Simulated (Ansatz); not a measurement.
Reactions of CH₆ClFGeSi (`C[Si](F)(Cl)[GeH3]`).

Gas-phase electronic energies from Ansatz, PBE0-D4/def2-TZVP geometries. CCSD(T)/CBS adds triple-zeta CCSD(T) − MP2 to the extrapolated MP2 energy (def2 sets, frozen cores). This one scheme is used for every species. Functionals use def2-TZVPP. Open shells (•) are unrestricted, without spin–orbit coupling. For Ge outer-core shells are correlated without core-valence functions, which leaves a few kJ/mol of doubt a bond. Scalar relativity is left out up to krypton. Each species was taken in one conformer, which may not be the lowest.

```tsv
reaction	revPBE-D4 (eV)
`C[Si](F)(Cl)[GeH3]` + CH₃OH → `CO[Si](C)(F)[GeH3]` + HCl	0.01
`C[Si](F)(Cl)[GeH3]` + H₂ → `C[SiH](F)Cl` + GeH₄	0.05
`C[Si](F)(Cl)[GeH3]` + `O[SiH](F)S` → `F[SiH](S)[O][GeH3]` + `C[SiH](F)Cl`	-0.07
`C[Si](F)(Cl)[GeH3]` → `C[Si]Cl` + `[F][GeH3]`	2.96
`C[Si](F)(Cl)[GeH3]` → `[CH3]`• + `F[Si](Cl)[GeH3]`•	3.85
`C[Si](F)(Cl)[GeH3]` + `N=C=O` → `C[Si](F)(Cl)N=C=O` + GeH₄	-0.85
```

Task: Give the CCSD(T)/CBS values in the same order. (Estimate.)

Result: The calculation gave: -0.07, -0.10, -0.26, 3.09, 4.18, -1.00 eV.

Largest T1 diagnostic: 0.018, for `N=C=O`.
